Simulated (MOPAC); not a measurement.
Input file for MOPAC: PM6 on TeH, 2S+1 = 2, a spin state set in the input, which need not be the lowest, a point of a bond scan (R = 1.666 Å).

```
PM6 1SCF PRECISE CHARGE=0 UHF MS=0.5 THREADS=1
HTe

H      0.00000000 1     0.00000000 1     0.00000000 1
Te     0.00000000 1     0.00000000 1     1.66570800 1
```

The log:

```
*******************************************************************************
 **                                                                           **
 **                              MOPAC v23.2.5                                **
 **                                                                           **
 *******************************************************************************
 ** MOPAC's Digital Object Identifier: https://doi.org/10.5281/zenodo.6511958 **
 **                                                                           **
 ** Please cite the open-source release paper for use of this MOPAC version:  **
 ** J. E. Moussa and J. J. P. Stewart (2026)                                  **
 ** MOPAC: An open-source semiempirical molecular orbital program             **
 ** J. Open Source Softw., 11(119), 8025, https://doi.org/10.21105/joss.08025 **
 *******************************************************************************

                              PM6 CALCULATION RESULTS

 *******************************************************************************
 *  PM6        - The PM6 Hamiltonian to be used
 *  UHF        - UNRESTRICTED HARTREE-FOCK CALCULATION
 *
 *
 *
 *                 CHARGE ON SYSTEM = 0
 *
 *
 *
 *  MS=        - IN MECI, MAGNETIC COMPONENT OF SPIN =  0.5
 *  PRECISE    - TIGHTER CRITERIA TO BE USED
 *  1SCF       - DO 1 SCF AND THEN STOP
 *  THREADS=1  - MULTI-THREADING NOT USED
 *  T=         - A TIME OF 172800.0 SECONDS REQUESTED
 *  DUMP=N     - RESTART FILE WRITTEN EVERY 7200.0 SECONDS REQUESTED
 *******************************************************************************
PM6 1SCF PRECISE CHARGE=0 UHF MS=0.5 THREADS=1
 HTe

   ATOM   CHEMICAL          X               Y               Z
  NUMBER   SYMBOL      (ANGSTROMS)     (ANGSTROMS)     (ANGSTROMS)

     1       H          0.00000000  *   0.00000000  *   0.00000000  *
     2      Te          0.00000000  *   0.00000000  *   1.66570800  *



          CARTESIAN COORDINATES

    NO.       ATOM           X           Y           Z

     1         H          0.0000      0.0000      0.0000
     2        Te          0.0000      0.0000      1.6657

 General Reference for PM6:
 "Optimization of Parameters for Semiempirical Methods V: Modification of NDDO Approximations
 and Application to 70 Elements", J. J. P. Stewart, J. Mol. Mod., 13, 1173-1213 (2007)
 URL: https://link.springer.com/article/10.1007/s00894-007-0233-4

           Empirical Formula: H Te  =     2 atoms



      MOLECULAR POINT GROUP   :   C*v


          UHF CALCULATION, NO. OF ALPHA ELECTRONS =    4
                           NO. OF BETA  ELECTRONS =    3

 -------------------------------------------------------------------------------
 PM6 1SCF PRECISE CHARGE=0 UHF MS=0.5 THREADS=1
 HTe



     1SCF WAS SPECIFIED, SO BFGS WAS NOT USED
     SCF FIELD WAS ACHIEVED


                              PM6 CALCULATION
                                                       MOPAC v23.2.5 Linux




          FINAL HEAT OF FORMATION =         33.23051 KCAL/MOL =     139.03647 KJ/MOL


          COSMO AREA              =         74.50 SQUARE ANGSTROMS
          COSMO VOLUME            =         60.21 CUBIC ANGSTROMS

          IONIZATION POTENTIAL    =          8.260734 EV
          ALPHA SOMO LUMO (EV)    =         -8.741  2.066
          BETA  SOMO LUMO (EV)    =         -8.261 -1.743
          NO. OF ALPHA ELECTRONS  =          4
          NO. OF BETA  ELECTRONS  =          3
          MOLECULAR WEIGHT        =        128.6079         POINT GROUP:  C*v

          MOLECULAR DIMENSIONS (Angstroms)

            Atom       Atom       Distance
           Te     2    H     1     1.66571
           Te     2    H     1     0.00000
            H     1   Te     2     0.00000


          SCF CALCULATIONS        =          1





   ATOM   CHEMICAL          X               Y               Z
  NUMBER   SYMBOL      (ANGSTROMS)     (ANGSTROMS)     (ANGSTROMS)

     1       H          0.00000000  *   0.00000000  *   0.00000000  *
     2      Te          0.00000000  *   0.00000000  *   1.66570800  *

                             CARTESIAN COORDINATES

   1    H        0.000000000     0.000000000     0.000000000
   2   Te        0.000000000     0.000000000     1.665708000


           Empirical Formula: H Te  =     2 atoms



      MOLECULAR POINT GROUP   :   C*v


          ALPHA EIGENVALUES
 -71.67979 -12.40810  -9.65153  -8.74121   2.06611


           BETA EIGENVALUES
 -66.72113 -12.12980  -8.26073  -1.74273   2.22376


              NET ATOMIC CHARGES AND DIPOLE CONTRIBUTIONS

  ATOM NO.   TYPE          CHARGE      No. of ELECS.   s-Pop       p-Pop
    1          H           0.130503        0.8695     0.86950
    2         Te          -0.130503        6.1305     1.96399     4.16651
 DIPOLE           X         Y         Z       TOTAL
 POINT-CHG.     0.000     0.000    -1.044     1.044
 HYBRID        -0.000    -0.000    -0.920     0.920
 SUM           -0.000    -0.000    -1.964     1.964


          ATOMIC ORBITAL ELECTRON POPULATIONS

     Atom    s        px        py        pz
    1  H   0.86950
    2 Te   1.96399   2.00000   1.00000   1.16651


                    (SZ)    =    0.500000
                    (S**2)  =    0.751491


          ATOMIC ORBITAL SPIN POPULATIONS

    Atom   Total    s     px     py     pz
         Atomic
    1  H -0.0383 -0.038
    2 Te  1.0383  0.002  0.000  1.000  0.037

 **********************
 *                    *
 * JOB ENDED NORMALLY *
 *                    *
 **********************




 == MOPAC DONE ==
```

The run finished.

Cost: roughly 0.020 core-seconds.
